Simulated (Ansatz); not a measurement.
The first iterations of a band of a periodic cell of 17 atoms, Nb$_{16}$H (host Nb, host structure bcc, interstitial H).

The calculation used DFT PBE-D3(BJ), scalar-relativistic, plane waves, PAW in Ansatz. Settings: cutoff 420 eV, k mesh 3x3x3, fermi-dirac smearing 0.15 eV, no spin polarisation.

* movable images: 5
* climbing image: yes
* spring: 5.0 eV/Å²
* optimiser: quadratic models (default)
* start path: IDPP
* force threshold: 0.03 eV/Å
* iteration limit: 56
* end points: relaxed

Image 0:

```xyz
17
Lattice="6.6000 0.0000 0.0000 0.0000 6.6000 0.0000 0.0000 0.0000 6.6000" Properties=species:S:1:pos:R:3
Nb 0.002 -0.008 -0.001
Nb 3.263 -0.050 -0.001
Nb 0.002 3.304 -0.001
Nb 0.014 -0.002 3.299
Nb 1.648 1.648 1.655
Nb 3.264 3.345 -0.001
Nb 3.310 0.000 3.299
Nb 4.986 1.648 1.696
Nb 0.014 3.298 3.299
Nb 1.636 4.948 1.649
Nb 1.648 1.648 4.943
Nb 3.310 3.296 3.299
Nb 4.940 4.948 1.647
Nb 4.987 1.648 4.901
Nb 1.636 4.948 4.949
Nb 4.940 4.948 4.951
H 4.125 1.647 -0.001
```

Image 6:

```xyz
17
Lattice="6.6000 0.0000 0.0000 0.0000 6.6000 0.0000 0.0000 0.0000 6.6000" Properties=species:S:1:pos:R:3
Nb 0.006 -0.001 0.002
Nb 3.293 -0.001 0.002
Nb 0.046 3.339 0.002
Nb 0.000 -0.014 3.303
Nb 1.650 1.662 1.650
Nb 3.253 3.339 0.002
Nb 3.299 -0.014 3.303
Nb 4.950 1.611 1.699
Nb -0.003 3.289 3.302
Nb 1.650 4.965 1.653
Nb 1.650 1.663 4.955
Nb 3.302 3.289 3.302
Nb 4.950 4.952 1.659
Nb 4.950 1.612 4.906
Nb 1.650 4.965 4.951
Nb 4.950 4.952 4.946
H 4.949 2.476 0.003
```

| iteration | highest image above the first end (eV) | largest band force component (eV/Å) |
| --- | --- | --- |
| 1 | 0.285 | 0.663 |
| 2 | 0.790 | 2.263 |

Q: Does the band converge within its limit, and where does its top end?

A: The forces met the threshold. It ended after 6 iterations with the highest image 0.186 eV above the first end. By the program's own check the climbing image is of a kind that is not told: the force calls were inconclusive, a negative curvature could not be distinguished from the path's own, the only one lies far off the path, or fixed occupations may fill a level only in part (lowest curvatures found: -2.56 and 4.48 eV/Å²). Limits of this set-up: coarse k mesh, odd electron count without spin, a small cell, in which the defect meets its images, a typed lattice constant that wasn't relaxed here.

Time of the run: 8.5 min on 4 threads of Intel(R) Xeon(R) 6975P-C (Granite Rapids), on a shared host, peak memory 3.7 GiB.
